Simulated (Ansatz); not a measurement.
One geometry of GeFH3 (GeH₃F), several levels of theory.

```yaml
crystal:
  periodic: [false, false, false]
  atoms:
    - {symbol: Ge, position_ang: [-0.000640, 0.001036, -0.095352]}
    - {symbol: F, position_ang: [0.010865, -0.019372, 1.670133]}
    - {symbol: H, position_ang: [1.479834, 0.011059, -0.534511]}
    - {symbol: H, position_ang: [-0.749072, 1.288148, -0.505148]}
    - {symbol: H, position_ang: [-0.740986, -1.280872, -0.535122]}
basis:
  gaussian: {orbitals: def2-TZVPD, initial_orbitals: start.molden}
correlation: {method: ccsd_t}
scf: {omitted_lower_state_checks: [starts]}
output: {orbitals: {seedname: orbitals}}
```

The file start.molden holds the orbitals of an earlier run on this structure, at another level or in another basis.

```sh
$ ansatz run in.yaml --threads 4 --pin off --events-out ev --progress --plain --max-ram 3916MiB
```

It prints (some lines left out):

```
Functional definition: HF
832 factors; integrals over basis functions are off by at most 1.1e-3 eV
mean field evaluation 1: about -59228.2483 eV, gradient 2.8e1 eV
mean field evaluation 2: about -59228.9093 eV, gradient 8.5e-1 eV
mean field evaluation 4: about -59228.9800 eV, gradient 6.5e-3 eV
mean field evaluation 8: about -59228.9800 eV, gradient 1.0e-6 eV
mean field -59228.98002184 eV, -2176.6248689582 hartree, gradient 3.9e-6 eV, S^2 0.000000; 0 other end points of the search recorded, 0 dependent functions left out
10 core orbitals not correlated: weight in the atoms' cores, before any rotation towards them, 1.000 or more for the frozen orbitals, at most 0.000 for the correlated occupied ones
reference -59228.98002184 eV, -2176.6248689582 hartree; 12, 12 occupied and 99, 99 virtual orbitals, 832 factors
second order -13.97298372 eV of doubles, -0.00000000 eV of singles
cycle   1  -13.84101360 eV  change    1.3e-1 eV  update   9.3e-2
cycle   2  -14.26298353 eV  change   -4.2e-1 eV  update   2.9e-2
cycle   3  -14.35213092 eV  change   -8.9e-2 eV  update   1.4e-2
cycle   4  -14.34009109 eV  change    1.2e-2 eV  update   3.0e-3
cycle   5  -14.33862801 eV  change    1.5e-3 eV  update   1.2e-3
cycle   6  -14.33921200 eV  change   -5.8e-4 eV  update   3.1e-4
cycle   7  -14.33913488 eV  change    7.7e-5 eV  update   1.2e-4
cycle   8  -14.33907320 eV  change    6.2e-5 eV  update   3.9e-5
cycle   9  -14.33908012 eV  change   -6.9e-6 eV  update   1.4e-5
perturbative correction -0.43221923 eV, -0.0158837637 hartree
Total energy: -59243.75132119 eV, -2177.1677041969 hartree
Checks for a lower state left out: starts
```

Hardware: 4 threads of Intel Xeon on a shared host. Wall time 10 s, peak host memory 0.58 GiB.

The first input with `gaussian: {orbitals: def2-TZVP, initial_orbitals: start.molden}`, `hamiltonian: {xc: {name: LC-wPBE, parameters: {omega: 0.2/bohr}}}` and without the key `correlation` (abridged; 1.8 s):

```
Functional definition: LC-wPBE
mean field -59275.44679337 eV, -2178.3324913156 hartree, gradient 4.5e-5 eV, S^2 0.000000
Total energy: -59275.44679340 eV, -2178.3324913164 hartree
Checks for a lower state left out: starts
```

As the first input, with `gaussian: {orbitals: def2-SVP, initial_orbitals: start.molden}`, `hamiltonian: {xc: pbe0, dispersion: d4}` and without the key `correlation` (abridged; 1.7 s):

```
Functional definition: PBE0
mean field -59265.37624680 eV, -2177.9624055551 hartree, gradient 1.5e-5 eV, S^2 0.000000
Total energy: -59265.41631870 eV, -2177.9638781703 hartree
Checks for a lower state left out: starts
```

First input, but with `gaussian: {orbitals: def2-TZVP, initial_orbitals: start.molden}`, `hamiltonian: {xc: {name: LC-wPBE, parameters: {omega: 0.3/bohr}}}` and without the key `correlation` (abridged; 2 s):

```
Functional definition: LC-wPBE
mean field -59276.24325153 eV, -2178.3617606131 hartree, gradient 3.7e-5 eV, S^2 0.000000
Total energy: -59276.24325154 eV, -2178.3617606134 hartree
Checks for a lower state left out: starts
```

As the first input, with `gaussian: {orbitals: def2-TZVP, initial_orbitals: start.molden}`, `hamiltonian: {xc: pbe0, dispersion: d4}` and without the key `correlation`, `scf` (abridged; 2.2 s):

```
Functional definition: PBE0
mean field evaluation 16: about -59276.0202 eV, gradient 1.2e-1 eV
mean field -59276.02026200 eV, -2178.3535658988 hartree, gradient 1.5e-5 eV, S^2 0.000000; 1 other end points of the search recorded, 0 dependent functions left out
Total energy: -59276.06033652 eV, -2178.3550386105 hartree
```

The first input with `gaussian: {orbitals: def2-TZVP, initial_orbitals: start.molden}`, `hamiltonian: {xc: {name: r2SCAN0}, dispersion: d4}` and without the key `correlation` (abridged; 2.7 s):

```
Functional definition: r2SCAN0
mean field -59283.54604946 eV, -2178.6301334867 hartree, gradient 8.2e-5 eV, S^2 0.000000
Total energy: -59283.55877434 eV, -2178.6306011176 hartree
Checks for a lower state left out: starts
```

The first input with `gaussian: {orbitals: def2-TZVP, initial_orbitals: start.molden}`, `hamiltonian: {xc: {name: LC-wPBE, parameters: {omega: 0.1/bohr}}}` and without the key `correlation` (abridged; 1.9 s):

```
Functional definition: LC-wPBE
mean field -59274.88090061 eV, -2178.3116951401 hartree, gradient 4.5e-5 eV, S^2 0.000000
Total energy: -59274.88090071 eV, -2178.3116951437 hartree
Checks for a lower state left out: starts
```

Geometry: PBE-D4/def2-TZVP.

Correlated methods freeze 10 core orbitals; core or outer-core shells of Ge are correlated, in sets that lack core-valence functions.
